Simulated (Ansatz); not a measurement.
System: C₆H₁₁, net charge -1, singlet state. It need not be the lowest isomer of its formula. Whether it binds its extra electron was not tested at this geometry. 
Geometry from a B3LYP-D3(BJ)/def2-TZVP (Ansatz, a quantum-chemistry and plane-wave program) optimisation:
SMILES: C/C=C(\C)[CH-]C
```xyz
17

C      2.5641     0.0015    -0.3707
C      1.2839    -0.6719     0.0401
C      0.0068    -0.1087    -0.0044
C     -0.1016     1.4101    -0.0272
C     -1.2029    -0.8075    -0.0022
C     -2.5249    -0.1974     0.3648
H      3.4245    -0.6149    -0.0819
H      2.6881     0.1874    -1.4638
H      2.7282     0.9782     0.1052
H      1.3279    -1.7605     0.0583
H     -0.7374     1.7508    -0.8514
H      0.8690     1.8934    -0.1339
H     -0.5575     1.7860     0.8966
H     -1.1476    -1.8925     0.0776
H     -2.7380     0.7352    -0.1765
H     -2.6607     0.0618     1.4434
H     -3.3483    -0.8812     0.1240
```
Charge -1, spin multiplicity 1.

Parts of the frozen-core correlation energy in 6-31G (Ansatz, hartree). Frozen orbitals: 6; correlated occupied orbitals by spin: 18 and 18; virtual: 52 and 52. No spin-orbit coupling. No relativistic terms.

| term | value |
|---|---|
| reference (HF) | -233.40301 |
| MP2 opposite-spin | ___ |
| MP2 same-spin | -0.12374 |
| CCSD correlation | ___ |
| (T) | ___ |
| T1 diagnostic | 0.012 |
| largest doubles amplitude | 0.064 |

Q: Some entries are withheld; supply them.

A: 
- MP2 opposite-spin, value: -0.43024
- CCSD correlation, value: -0.61833
- (T), value: -0.01862
